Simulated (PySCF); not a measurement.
W(NH)2(F)(Br) (BrFH₂N₂W), SMILES [NH]=[W](=[NH])([F])[Br], multiplicity 1. Geometry: PBE-D3(BJ)/def2-SVP. The multiplicity is an assumed one; no other spin state was optimised. The structure was generated by enumeration; whether it is a known compound was not checked. The def2 effective core potentials stand for the cores of W; spin–orbit coupling is left out.

Problem. Give the equilibrium geometry at PBE-D3(BJ)/def2-SVP (PySCF confirms it by a frequency run) as a Z-matrix, and its point group. (Estimate from the structure and the level; the computed values follow.)

Solution. point group Cs.
```
W
N 1 1.7576
H 2 1.0246 1 154.81
N 1 1.7576 2 109.48 3 -2.46
H 4 1.0246 1 154.81 2 2.46
F 1 1.8888 2 108.06 3 -119.93
Br 1 2.4518 2 106.63 3 112.52
```
Charge 0, spin multiplicity 1.
